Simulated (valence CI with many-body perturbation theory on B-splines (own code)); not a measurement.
Values are calculated unless marked as measured or tabulated.
Basis-set convergence for Pr LIII

Level of theory: relativistic CI+MBPT: five valence electrons over a frozen Dirac-Fock core [He], a basis of 9 s, 9 p, 8 d, 6 f, 3 g, 1 h functions for each j, with the one-electron correlation potential Σ1 (screened to all orders), the two-electron term Σ2, the three-electron term Σ3, Breit, model QED; selected single and double excitations, second order for the rest, scaled by the run's own slope (own B-spline code, finite nucleus).

The last digits are not significant, and no measured levels were compared; by estimate large intervals hold to a few tenths of a per cent, small ones and those within an open d or f shell to about a per cent. Among the levels kept, up to 4000 cm⁻¹ of a level comes from second order outside the variational space, and about a tenth of that is noise between levels of different J, which matters for small intervals.

The reference run has the lowest level (2s^2 2p1/2^2 2p3/2) J=3/2 and an ionisation energy of 10175.5 eV. Its largest variational space holds 19999 state functions.

Levels are named by their leading jj configuration (3d3/2^4 stands for four electrons in 3d with j = 3/2), which in mixed levels can hold well under half, so a name can repeat and another be missing. Letters in brackets count levels of one name in rising energy.

Changed runs:
A. basis 6 s, 6 p, 5 d, 3 f, 1 g
B. basis 5 s, 5 p, 4 d, 2 f

Excitation energies of the reference run in cm⁻¹, and shifts in cm⁻¹:

| Level | Reference | A | B |
| --- | --- | --- | --- |
| (2s^2 2p1/2 2p3/2^2) J=3/2 | 3916960 | -23 | -267 |
| (2s^2 2p1/2 2p3/2^2) J=5/2 | 4088210 | +138 | +178 |
| (2s^2 2p1/2 2p3/2^2) J=1/2 | 4378980 | +64 | +219 |
| (2s 2p1/2^2 2p3/2^2) J=5/2 | 5908160 | -71 | -288 |
| (2s 2p1/2^2 2p3/2^2) J=1/2 | 6534690 | -42 | +98 |
| (2s 2p1/2^2 2p3/2^2) J=3/2 | 6546990 | +62 | +239 |
| (2s^2 2p3/2^3) J=3/2 | 8306550 | +63 | +8.1 |
| (2s 2p1/2 2p3/2^3) J=3/2 [a] | 9998890 | -116 | -419 |
| (2s 2p1/2 2p3/2^3) J=5/2 | 10282700 | +99 | +117 |
| (2s 2p1/2 2p3/2^3) J=1/2 | 10630900 | +23 | +57 |
| (2s 2p1/2 2p3/2^3) J=3/2 [b] | 10716000 | +143 | +374 |
| (2p1/2^2 2p3/2^3) J=3/2 | 12915500 | -40 | +105 |
| Ionisation energy (eV) | 10175.5 | -0.02 | -0.11 |
